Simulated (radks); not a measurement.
Neutral cadmium, configuration [Kr] 4d10 5s2. All-electron calculation, scalar-relativistic Kohn-Sham, r2SCAN, spin-polarised, spherical densities, finite nucleus; meta-GGA in the generalised Kohn-Sham scheme; Fermi nuclear charge, rms radius 4.6087 fm. Program: a radial shooting solver on a logarithmic mesh with Libxc functionals.

Local quantities along the radius. ELF = 1/(1 + alpha^2) is the electron localisation function; alpha = (tau - tau_W)/tau_unif compares the Pauli kinetic energy density with that of the uniform gas (summed over spins). tau is taken from the large components.

| r (bohr) | ELF | alpha |
|---|---|---|
| 0.001615 | 0.999 | 0.02293 |
| 0.002171 | 0.999 | 0.02384 |
| 0.002896 | 0.999 | 0.02564 |
| 0.003863 | 0.999 | 0.02877 |
| 0.005152 | 0.999 | 0.03400 |
| 0.006871 | 0.998 | 0.04288 |
| 0.009238 | 0.996 | 0.05934 |
| 0.01232 | 0.992 | 0.09057 |
| 0.01643 | 0.976 | 0.1573 |
| 0.02192 | 0.910 | 0.3149 |
| 0.02947 | 0.667 | 0.7060 |
| 0.03931 | 0.363 | 1.326 |
| 0.05242 | 0.347 | 1.370 |
| 0.06992 | 0.601 | 0.8155 |
| 0.09326 | 0.759 | 0.5636 |
| 0.1254 | 0.626 | 0.7722 |
| 0.1672 | 0.319 | 1.460 |
| 0.223 | 0.472 | 1.057 |
| 0.2975 | 0.753 | 0.5731 |
| 0.4 | 0.671 | 0.6997 |
| 0.5335 | 0.199 | 2.006 |
| 0.7115 | 0.478 | 1.045 |
| 0.949 | 0.761 | 0.5608 |
| 1.266 | 0.627 | 0.7720 |
| 1.702 | 0.348 | 1.367 |
| 2.27 | 0.258 | 1.696 |
| 3.027 | 0.380 | 1.278 |
| 4.037 | 0.579 | 0.8526 |
| 5.428 | 0.670 | 0.7015 |
| 7.24 | 0.561 | 0.8837 |
| 9.656 | 0.175 | 2.171 |

On this mesh the ELF has minima near r = 0.045, 0.17, 0.53, 2.3 bohr, which separate the shells, and maxima near 0.093 (0.76), 0.34 (0.77), 0.95 (0.76), 5.4 (0.67).

Self-consistent cycle (total energy in hartree, residual of the potential): 1: -5594.417603, 3e+00; 2: -5594.908046, 2e+00; 3: -5595.266183, 3e-01; 4: -5595.301990, 3e-02; 5: -5595.303911, 1e-02; 6: -5595.303897, 7e-03; 7: -5595.303915, 3e-04; 8: -5595.303914, 2e-04; 9: -5595.303914, 2e-04; 10: -5595.303915, 1e-04; 11: -5595.303915, 7e-05; 12: -5595.303915, 3e-06.
